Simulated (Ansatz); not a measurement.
Species: C₂H₈Sn, net charge 0, singlet state. 
Structure (B3LYP-D3(BJ)/def2-TZVP (Ansatz, a first-principles code) minimum search):
SMILES: [CH3][SnH2][CH3]
```xyz
11

C     -1.7492    -0.9671     0.0207
Sn    -0.0036     0.3041    -0.0571
C      1.7711    -0.8682     0.3241
H     -1.8272    -1.4268     1.0051
H     -1.6685    -1.7511    -0.7311
H     -2.6492    -0.3846    -0.1704
H      0.1095     1.0366    -1.6086
H     -0.1403     1.5469     1.1232
H      1.7051    -1.3276     1.3095
H      1.8638    -1.6519    -0.4267
H      2.6566    -0.2355     0.2869
```

Dipole moments at this geometry, in debye (magnitudes).

```tsv
level	program	dipole (D)
PBE/def2-TZVPD	Ansatz	0.78
BLYP/def2-TZVPD	Ansatz	0.78
revPBE/def2-TZVPD	Ansatz	0.79
B97M-V/def2-TZVPD	Ansatz	0.84
B3LYP/def2-TZVPD	Ansatz	0.76
PBE0/def2-TZVPD	Ansatz	0.75
BHLYP/def2-TZVPD	Ansatz	0.73
r2SCAN0/def2-TZVPD	Ansatz	0.76
CAM-B3LYP/def2-TZVPD	Ansatz	0.71
LC-wPBE/def2-TZVPD	Ansatz	0.70
wB97M-V/def2-TZVPD	Ansatz	0.72
wB97X-V/def2-TZVPD	Ansatz	0.73
CCSD(T)/def2-SVPD	Ansatz	0.69
```
